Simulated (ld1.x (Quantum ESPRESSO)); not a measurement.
Mo, PAW: configuration errors across variants

```
Element                 : Mo (Z = 42)
Generator               : ld1.x (Quantum ESPRESSO) 7.5
Type                    : PAW
Functional              : PBE
Relativity              : fully relativistic
Frozen core             : [Ar] 3d10
Valence charge          : 14
Reference configuration : 4s2 4p6 4d5 5s0 5p1
Partial waves           : 4s (bound): rcut 1.45, rcutus 1.50 bohr; 5s (bound, empty): rcut 1.45, rcutus 1.50 bohr; 4p (bound): rcut 1.70, rcutus 2.15 bohr; 5p (bound): rcut 1.70, rcutus 2.15 bohr; 4d (bound): rcut 1.30, rcutus 1.65 bohr; 4d channel at 1.15 Ry: rcut 1.30, rcutus 1.65 bohr
Local potential         : all-electron potential smoothed inside 1.70 bohr (lloc = -1)
Core correction         : Bessel-smoothed model core, default radius (core density twice the valence density)
Augmentation charge     : PSQ, inside the norm-conserving radii
```

Open shells are filled in proportion to 2j + 1 (rel_dist='average').

All-electron excitation energies from the reference (eV): (1) 4s2 4p6 4d5 5s1 5p0 -3.138; (2) 4s2 4p6 4d5 5s0 5p0 3.753; (3) 4s2 4p6 4d4 5s0 5p0 19.213.

The default core radius of the base comes out at 0.72 bohr.

On the changes marked as counting shells twice: ld1.x takes every shell without a wave as core, so the model core holds the marked electrons as well and exchange and correlation see them twice. This cancels in the reference configuration, but the file is broken for other ones, and its errors say nothing about a proper core correction.

3 further variants failed, have other tests or another functional or relativity, and are left out.

Errors AE − PS in meV (a dash: test not solved or not reliable):

```tsv
change	(1)	(2)	(3)	bound ghosts
base	+2.3	+0.5	+23	not determined
type TM; waves now 4s (bound): rc 1.50 bohr; 4p (bound): rc 2.15 bohr; 4d (bound): rc 1.65 bohr; local potential all-electron potential smoothed inside 2.10 bohr (lloc = -2) (5p counted twice)	+19	-30	-59	none
local potential all-electron potential smoothed inside 1.15 bohr (lloc = -1)	+0.9	+0.3	+17	not determined
core correction Bessel-smoothed model core inside 1.82 bohr	+5.5	+4.9	+26	not determined
wave 4d channel at 1.15 Ry: rcut 1.30, rcutus 1.65 bohr becomes 4d channel at -0.1 Ry: rcut 1.30, rcutus 1.65 bohr	+2.3	+0.6	+23	not determined
waves 4s (bound): rcut 1.40, rcutus 1.48 bohr; 5s (bound): rcut 1.40, rcutus 1.48 bohr	+1.7	+0.6	+23	not determined
```

(1) Give the same row for: augmentation BESSEL, radius 1.10 bohr.

## Answers

(1) +2.5, +2.4, +6.3; bound ghosts: not determined.
